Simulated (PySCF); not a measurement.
C₂H₆AlF, SMILES [CH3][Al]([CH3])[F] (connectivity only; charge and spin as stated), charge +1, multiplicity 2.

The structure is a stationary point at PBE-D3(BJ)/def2-SVP. The spin state was assumed, not searched. The isomer is the one that the SMILES or the coordinates give; other isomers of the formula were not compared.

Method: TDA-CAM-B3LYP/def2-SVPD run with PySCF.

Vertical excitations. Gas-phase values at a fixed geometry.

Computed UV-visible absorptions:
| state | energy (eV) | λ (nm) | f | main pairs |
|---|---|---|---|---|
| root 1 | 2.98 | 416 | 0.260 | β HOMO→LUMO 93 % |
| root 2 | 4.34 | 286 | 0.001 | β HOMO−3→LUMO 50 %, β HOMO−1→LUMO 48 % |
| root 3 | 4.64 | 267 | 0.003 | β HOMO−4→LUMO 98 % |
| root 4 | 4.67 | 266 | 0.000 | β HOMO−2→LUMO 50 %, β HOMO−6→LUMO 49 % |
| root 5 | 4.74 | 261 | 0.014 | β HOMO−5→LUMO 91 % |
| root 6 | 5.10 | 243 | 0.000 | β HOMO−2→LUMO 49 %, β HOMO−6→LUMO 49 % |
| root 7 | 5.11 | 243 | 0.010 | β HOMO−1→LUMO 50 %, β HOMO−3→LUMO 48 % |
| root 8 | 6.42 | 193 | 0.018 | β HOMO−7→LUMO 91 % |
| root 9 | 6.93 | 179 | 0.000 | α HOMO→LUMO 98 % |
| root 10 | 7.02 | 177 | 0.032 | α HOMO−1→LUMO 6 %, β HOMO→LUMO+1 91 % |
Unrestricted roots are not spin-pure.
